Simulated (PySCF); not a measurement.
## Ionisation energy of C²⁺ by level of theory

C²⁺ [He] 2s2 (1S) → C³⁺ [He] 2s1 (2S), as a difference of total energies. All numbers are calculated (PySCF 2.14, scalar relativity by spin-free X2C-1e, in jorge-DZP-DKH). Correlated levels: valence: 1s2 frozen. The calculations carry no spin-orbit coupling.

```csv
method,ionisation energy (eV),error (eV)
UHF,45.765,-2.123
r2SCAN,46.599,-1.289
TPSS,47.139,-0.749
MP2 (valence),46.855,-1.033
SCS-MP2 (valence),47.073,-0.815
CCSD (valence),47.728,-0.160
```

Reference: 47.888 eV (measured; NIST Atomic Spectra Database, ionization energies).

Errors of the correlated levels include the incompleteness of this basis and the frozen core.

With two correlated electrons CCSD is exact in that space.

The coupled-cluster amplitudes are large for C²⁺ (T1 above 0.03 or a double amplitude above 0.15), so a single reference is strained.
